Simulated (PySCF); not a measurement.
Compound: C6H8FN.
Structure used (PBE0-D3(BJ)/def2-SVP), in Å, numbered top down from 1:
```
atom  x, y, z in Å
N1     2.910   -0.785    1.086
C2     1.921   -1.703    0.548
C3     0.629   -1.103    0.193
C4    -0.414   -0.542   -0.073
C5    -1.656    0.114   -0.377
C6    -1.705    1.223   -1.420
C7    -1.854    1.553    0.017
F8    -0.833    2.186    0.633
H9     3.083   -0.041    0.412
H10    2.527   -0.322    1.909
H11    1.751   -2.510    1.282
H12    2.347   -2.202   -0.339
H13   -2.545   -0.522   -0.302
H14   -0.748    1.491   -1.873
H15   -2.574    1.285   -2.078
H16   -2.827    1.854    0.418
```

All values: CAM-B3LYP/def2-SVPD (PySCF, non-relativistic), on one gas-phase PBE0-D3(BJ)/def2-SVP geometry that isn't relaxed in the solvent. The solvent is an IEF-PCM continuum (cavity from Bondi-type radii × 1.2), and excitations are vertical TDDFT with non-equilibrium linear response and a frozen core. The model holds no explicit solvent molecules, cavitation or dispersion.

Gas-phase singlets (H = HOMO, L = LUMO):

| state | E (eV) | λ (nm) | f | leading configurations |
| --- | --- | --- | --- | --- |
| S1 | 5.961 | 208 | 0.004 | H→L+1 27%, H→L 19% |
| S2 | 6.363 | 195 | 0.019 | H-1→L+1 38%, H→L+1 12% |
| S3 | 6.548 | 189 | 0.046 | H→L+1 25%, H→L 15% |
| S4 | 6.646 | 187 | 0.007 | H-1→L+2 18%, H-1→L+4 15% |
| S5 | 6.813 | 182 | 0.016 | H-1→L+1 28%, H→L 16% |

Q: How does the list change in tetrahydrofuran (ε = 7.426)?

A: 
```tsv
state	E (eV)	λ (nm)	f	leading configurations	change by rank (eV)
S1	6.015	206	0.005	H→L+1 51%, H→L+5 9%	+0.054
S2	6.445	192	0.016	H-1→L+1 24%, H→L+2 17%	+0.082
S3	6.659	186	0.067	H→L 39%, H-1→L 10%	+0.111
S4	6.723	184	0.016	H→L 28%, H-1→L+2 22%	+0.077
S5	6.848	181	0.037	H-1→L 48%, H→L 16%	+0.035
```

Q: What are the lowest 5 singlets in dimethylsulfoxide (ε = 46.83)?

A: 
| state | E (eV) | λ (nm) | f | leading configurations | change by rank (eV) |
| --- | --- | --- | --- | --- | --- |
| S1 | 6.025 | 206 | 0.005 | H→L+1 51%, H→L+5 9% | +0.064 |
| S2 | 6.462 | 192 | 0.015 | H-1→L+1 24%, H→L+2 20% | +0.099 |
| S3 | 6.681 | 186 | 0.069 | H→L 43%, H-1→L 9% | +0.133 |
| S4 | 6.737 | 184 | 0.017 | H→L 29%, H-1→L+2 22% | +0.091 |
| S5 | 6.860 | 181 | 0.045 | H-1→L 50%, H→L 11% | +0.047 |

Q: How do the frontier levels move from gas to dimethylsulfoxide?

A: 
| orbital | gas (eV) | solvent (eV) | change (eV) |
| --- | --- | --- | --- |
| LUMO+2 | 1.83 | 1.98 | +0.15 |
| LUMO+1 | 1.31 | 1.51 | +0.20 |
| LUMO | 1.23 | 1.32 | +0.09 |
| HOMO | -8.32 | -8.37 | -0.05 |
| HOMO-1 | -8.55 | -8.65 | -0.10 |
| HOMO-2 | -9.26 | -9.34 | -0.08 |
| HOMO-3 | -10.48 | -10.42 | +0.06 |

The HOMO–LUMO gap goes from 9.55 to 9.69 eV. Rows go by rank; for LUMO and LUMO+1 the atom shares or the degeneracy differ between the runs, so the row needn't follow one orbital.

The run took about 2.2 min of CPU time (one thread, shared machine). This is the whole response run at CAM-B3LYP/def2-SVPD in dimethylsulfoxide, SCF included.
